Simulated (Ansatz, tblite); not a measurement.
Cost and result up the ladder for the cluster Ti₂Se₄ (6 atoms). The state is a singlet with charge 0. Geometry: PBE0-D4/def2-SVP.

| atom | x (Å) | y (Å) | z (Å) |
| --- | --- | --- | --- |
| Ti1 | 0.7326 | 0.3124 | -0.6646 |
| Ti2 | -0.0815 | -0.3122 | 1.4940 |
| Se3 | 0.6782 | 1.9214 | 1.1251 |
| Se4 | 1.5711 | -1.6639 | 0.4245 |
| Se5 | -1.8873 | -0.4486 | -0.1095 |
| Se6 | -1.0131 | 0.1909 | -2.2695 |

Ansatz on 4 threads of Intel Xeon Platinum 8488C on a shared host; xTB runs through tblite on one thread. Times are rough, summed over both states, and most runs start from the orbitals of an earlier one. r2SCANh-D4/def2-TZVP serves as the yardstick here, not as an exact answer. The other state is a quintet at its own geometry.

The xTB rows come from tblite. At PBE0-D4/def2-TZVP a broken-symmetry singlet of charge 0 lies 1.55 eV below the quintet, each at its own geometry. The structure comes from a short search, and lower isomers may exist.

Run but left out: HF/STO-3G (singlet: restricted singlet, unstable in another Hartree–Fock run and untested here); HF/def2-TZVP, PBE0-D4/def2-TZVP, B2PLYP/def2-TZVP, MP2/def2-TZVP (singlet: restricted singlet, unstable towards broken spin symmetry).

xTB has no spin-polarisation term.

```csv
level,functions,wall time,quintet − singlet (eV),difference from r2SCANh-D4/def2-TZVP (eV)
GFN1-xTB,54,0.028 s,1.41,-0.18
GFN2-xTB,54,0.029 s,1.05,-0.54
PBE-D4/def2-TZVP,282,16 s,1.94,0.35
r2SCAN-D4/def2-TZVP (with forces),282,72 s,1.77,0.18
r2SCANh-D4/def2-TZVP,282,1.8 min,1.59,0.00
```
